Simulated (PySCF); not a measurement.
# Nitrogen: a sound run and one with changed settings

Sound run: N⁺ [He] 2s2 2p2, N²⁺ [He] 2s2 2p1. Calculation: PySCF 2.14, in aug-cc-pVDZ; the non-relativistic Hamiltonian (point nucleus). The sound run starts from symmetry-adapted Hartree-Fock orbitals and uses a fine grid where one is needed.

Changed run: 14 angular points. This setting is unsound on purpose.

```
species  method  sound run (hartree)  changed run (hartree)  converged
     N⁺     UHF            -53.88126              -53.88126        yes
     N⁺   M06-L            -54.04573              -54.04953        yes
     N⁺     LDA            -53.56872              -53.56980        yes
    N²⁺     UHF            -52.80727              -52.80727        yes
    N²⁺   M06-L            -52.94822              -52.95078        yes
    N²⁺     LDA            -52.46306              -52.46218        yes
```

Ionisation energy of N⁺:

```json
{"method": "UHF", "sound run (eV)": "29.225", "changed run (eV)": "29.225"}
{"method": "M06-L", "sound run (eV)": "29.865", "changed run (eV)": "29.898"}
{"method": "LDA", "sound run (eV)": "30.087", "changed run (eV)": "30.140"}
```

A coarse angular grid integrates products of high-l functions wrongly, so density functionals can shift, and the SCF can exploit the error; Hartree-Fock and MP2 need no grid.

For comparison, NIST gives 29.601 eV between the lowest levels.
